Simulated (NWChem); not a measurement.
A series in which one site is exchanged, each optimised at PBE0/def2-SVP with NWChem, gas phase unless a solvent is named. All stand in one matching conformer (torsions within 35°), which need not be the lowest. For some, no frequency run checked for a minimum. def2 effective core potentials on In; no spin-orbit coupling.

A: C[NH][InH2] (CH₆InN; site = In)
B: [NH](C)[GaH2] (CH₆GaN; site = Ga)
C: C[NH][AlH2] (CH₆AlN; site = Al)
D: BNC (CH6BN; site = B)

Values for A:

| Quantity | Result |
|---|---|
| orbital gap (eV), PBE0/def2-SVP | 5.16 |
| vertical ionisation energy, ΔSCF, B3LYP/def2-SVP (eV) | 8.24 |
| static polarisability, B3LYP/def2-SVPD (bohr³) | 64.6 |

**Question.** How do these values change for the other members?

**Answer.** 
```json
[
 {"change from A": "orbital gap (eV), PBE0/def2-SVP", "B": "+0.86", "C": "+1.08", "D": "+3.18"},
 {"change from A": "vertical ionisation energy, ΔSCF, B3LYP/def2-SVP (eV)", "B": "+0.59", "C": "+0.79", "D": "+1.96"},
 {"change from A": "static polarisability, B3LYP/def2-SVPD (bohr³)", "B": "-9.6", "C": "-11.4", "D": "-25.4"}
]
```
